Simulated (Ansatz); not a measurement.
## Ansatz (development build ahead of 0.2.0) run

```yaml
crystal:
  periodic: [false, false, false]
  atoms:
    - { symbol: Cu, position_ang: [0.0, 0.0, 0.0] }
    - { symbol: F, position_ang: [0.0, 0.0, 1.6752] }
basis:
  gaussian: { orbitals: cc-pVTZ }
hamiltonian:
  xc: hf
correlation:
  method: ccsd_t
  frozen_orbitals: { Cu: 5, F: 1 }
```

The input is written out in the form of the current development build from the run's settings.

The run gave:

```json
{"Converged": "yes", "Reference energy": "-1738.44245 hartree", "Correlation energy": "-1.08105 hartree", "Total energy": "-1739.52349 hartree"}
```
